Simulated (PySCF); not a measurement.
Method: PySCF 2.14.0 with PBE-D3(BJ)/def2-TZVP // B3LYP-D3(BJ)/def2-TZVP. Gas-phase values, no solvent. One relaxed conformer stands for a flexible species; it need not be the lowest. Excitations are Tamm–Dancoff values on a coarser integration grid. The basis has no diffuse functions, so Rydberg states are missing or too high.

Reference species (SMILES): `[SiH3]B([SiH3])[SiH3]` (neutral, multiplicity 1).

| Property | Result |
|---|---|
| HOMO | -6.84 eV |
| S1 oscillator strength | 0.000 |
| S1 excitation (TDA) | 3.05 eV |
| S1–T1 gap (TDA) | 0.70 eV |

Changed species: `SB(S)S` (3 of 3 SiH3 replaced by SH; the reference has 0 of 3 SiH3 replaced by SH).

### Question
What does the change do to the HOMO, S1 oscillator strength, S1 excitation (TDA) and S1–T1 gap (TDA)?

### Answer
the HOMO rises by 0.48 eV, to -6.36 eV; the S1 oscillator strength hardly moves; the S1 excitation (TDA) rises by 1.81 eV, to 4.86 eV; the S1–T1 gap (TDA) drops by 0.30 eV, to 0.40 eV.
